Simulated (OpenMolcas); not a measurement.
# P+: effect of the basis set

```yaml
Program: OpenMolcas
Method: RASSCF
Active_space: 2 electrons in 9 orbitals (RAS2 3p; RAS3 3d 4s, at most 1 electron)
State_averaging: 2S+1 = 3 even, 3 roots; 2S+1 = 1 even, 6 roots; 2S+1 = 3 odd, 18 roots; 2S+1 = 1 odd, 18 roots
Spin-orbit_coupling: RASSI with atomic mean-field integrals over the reference wave functions, term energies averaged over their components
```

A. ANO-RCC-VQZP [6s5p3d2f1g], DKH2, point nucleus; cost roughly 15 core-seconds
B. ANO-R3 [6s5p4d2f1g], X2C, finite nucleus; cost of the order of 28 core-seconds
C. ANO-RCC [8s7p5d4f2g], DKH2, point nucleus; cost roughly 20 core-seconds

Energies in cm-1 above 3s2 3p2 3P0, the measured ground level; measured values from NIST Handbook of Basic Atomic Spectroscopic Data.

| Level | A | B | C | Measured |
| --- | --- | --- | --- | --- |
| 3s2 3p2 3P0 | 0.0 | 0.0 | 0.0 | 0.0 |
| 3s2 3p2 3P1 | 144 | 146 | 146 | 165 |
| 3s2 3p2 3P2 | 419 | 424 | 423 | 469 |
| 3s2 3p2 1D2 | 11611 | 11618 | 11617 | 8882 |
| 3s2 3p2 1S0 | 28330 | 28340 | 28342 | 21576 |
| 3s2 3p 3d 3F* 2 | 86712 | 92249 | 86565 |  |
| 3s2 3p 3d 3F* 3 | 86868 | 92406 | 86723 |  |
| 3s2 3p 3d 3F* 4 | 87075 | 92611 | 86935 |  |
| 3s2 3p 4s 3P* 0 | 87374 | 85976 | 85760 | 86598 |
| 3s2 3p 4s 3P* 1 | 87508 | 86108 | 85893 | 86744 |
| 3s2 3p 4s 3P* 2 | 87821 | 86425 | 86217 | 87125 |
| 3s2 3p 4s 1P* 1 | 90640 | 88882 | 88448 | 88893 |
| 3s2 3p 3d 1D* 2 | 91165 | 96257 | 91866 |  |
| 3s2 3p 3d 3P* 2 | 98991 | 108026 | 97789 |  |
| 3s2 3p 3d 3P* 1 | 99139 | 108173 | 97940 |  |
| 3s2 3p 3d 3P* 0 | 99227 | 108252 | 98039 |  |
| 3s2 3p 3d 3D* 1 | 100219 | 110720 | 98706 |  |
| 3s2 3p 3d 3D* 2 | 100283 | 110779 | 98773 |  |
| 3s2 3p 3d 3D* 3 | 100336 | 110846 | 98818 |  |
| 3s2 3p 3d 1P* 1 | 113314 | 130487 | 108987 |  |
| 3s2 3p 3d 1F* 3 | 114670 | 133746 | 109704 |  |

Deviations, from unrounded energies. A percentage is the sum of absolute deviations over the sum of measured energies, with the sign that they share, or ± where signs differ.

| Against measurement | Levels | A | B | C |
| --- | --- | --- | --- | --- |
| mean absolute deviation (cm-1) | 8 | 1700 | 1400 | 1600 |
| fine structure of the ground term (%) | 2 | -11.2 | -10.0 | -10.3 |
| other terms of the ground configuration (%) | 2 | +31.1 | +31.2 | +31.2 |
| other configurations (%) | 4 | +1.1 | -0.6 | -0.9 |

B lies closest to measurement on these levels and A furthest from it. The largest miss of B in the table is 3s2 3p2 1S0, by +6800 cm-1. The ranking rests on the paired levels alone, and a cruder setting can come out closer through cancelling errors.

Among A to C the level of the table that moves most is 3s2 3p 3d 1F* 3, by 24000 cm-1 (lowest in C, highest in B).

Without dynamic correlation excited terms often stand tens of per cent too high (terms of higher spin than the ground term too low), and those without a measured partner can miss by more than the paired ones. ANO sets are built for valence states and can reach diffuse excited orbitals poorly, and with the s shell closed the s pⁿ⁺¹ terms that mix with these levels are absent. With the s shell closed, the reference lacks s² → p² mixing. Computed and measured levels are paired by configuration, term and J; levels that our copy of the source lacks, or whose pairing is in doubt (as where it misses far off the trend of its configuration), stay unpaired and out of the deviations. Levels of configurations outside the active space are missing.

* marks odd parity.
